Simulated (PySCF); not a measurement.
A calculated (PBE, PySCF 2.14, def2-TZVPPD, no relativity, point nucleus) atom or ion has these occupied shells.

```csv
shell,electrons,orbital energy (eV),"rms radius, mean of both spins (bohr)"
1s α,1,-6937.0,0.0684
1s β,1,-6937.0,0.0684
2s α,1,-809.29,0.293
2s β,1,-807.97,0.293
2p α,3,-698.81,0.262
2p β,3,-697.81,0.262
3s α,1,-96.073,0.886
3s β,1,-92.912,0.886
3p α,3,-63.909,0.947
3p β,3,-60.797,0.947
3d α,5,-12.553,1.41
3d β,2,-10.553,1.41
```

Name the element and its charge.

Fe⁺ (iron, charge +1), in [Ar] 3d7, high-spin 4F determinant (an excited configuration).
